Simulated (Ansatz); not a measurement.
The cluster Cs₃Ge₃Br₉. Total charge 0; singlet. Geometry PBE-D4/def2-SVP; atoms count from 1.

Cartesian coordinates in Å:
```
Cs -0.789 -0.949 -4.526
Cs 2.991 1.912 0.841
Cs -0.630 -4.103 2.116
Ge -0.117 2.536 -2.146
Ge -1.303 -0.532 -0.263
Ge 0.046 -0.070 3.397
Br -2.868 -1.457 1.508
Br -0.767 -2.824 -1.338
Br 1.495 -1.287 1.616
Br 1.721 4.186 -1.683
Br 1.960 1.309 4.270
Br -3.009 0.138 -2.020
Br -0.260 2.656 -4.627
Br 0.071 -1.984 4.989
Br 1.459 0.470 -2.135
```

In the def2 sets Cs takes a core potential; there is no spin–orbit coupling. Single mean-field runs in def2-TZVP are fitted with def2-universal-jkfit. Another isomer (singlet) lies 0.14 eV lower at PBE0-D4/def2-TZVP; other spin states weren't run for this one.

Estimate the Mulliken populations from the PBE0/def2-TZVP orbitals of Ansatz.


```tsv
atom	charge (e)
Cs1	0.81
Cs2	0.81
Cs3	0.81
Ge4	0.51
Ge5	0.51
Ge6	0.52
Br7	-0.42
Br8	-0.49
Br9	-0.47
Br10	-0.43
Br11	-0.43
Br12	-0.42
Br13	-0.41
Br14	-0.42
Br15	-0.47
```
Mulliken values depend strongly on the basis.

And the Mayer bond orders between heavy atoms (over 0.3)?

Ge4–Br10 0.79 (2.51 Å); Ge4–Br13 0.82 (2.49 Å); Ge4–Br15 0.66 (2.60 Å); Ge5–Br7 0.76 (2.54 Å); Ge5–Br8 0.68 (2.59 Å); Ge5–Br12 0.76 (2.54 Å); Ge6–Br9 0.65 (2.60 Å); Ge6–Br11 0.79 (2.51 Å); Ge6–Br14 0.82 (2.49 Å).
